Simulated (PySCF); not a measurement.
C3H5FOSi, SMILES F[Si@H]1C=CCO1.

Geometry: B3LYP-D3(BJ)/def2-SVP. The structure was generated by enumeration; whether it is a known compound was not checked. The values are those of a single conformer.

Computed with PBE/def2-TZVP (PySCF).

Gas-phase values at a fixed geometry.

| Property | Value |
|---|---|
| total energy | -581.62655 hartree |
| highest occupied level | -6.90 eV |
| lowest empty level | -1.70 eV |
| orbital gap | 5.20 eV |
| dipole moment | 2.67 D |
| quadrupole, principal values (traceless, Buckingham form, about the centre of nuclear charge) | -4.89, -0.24, 5.13 D·Å |
| mean static polarisability | 59.7 bohr³ (8.85 Å³) |
| polarisability, principal values | 46.1, 57.9, 75.1 bohr³ |
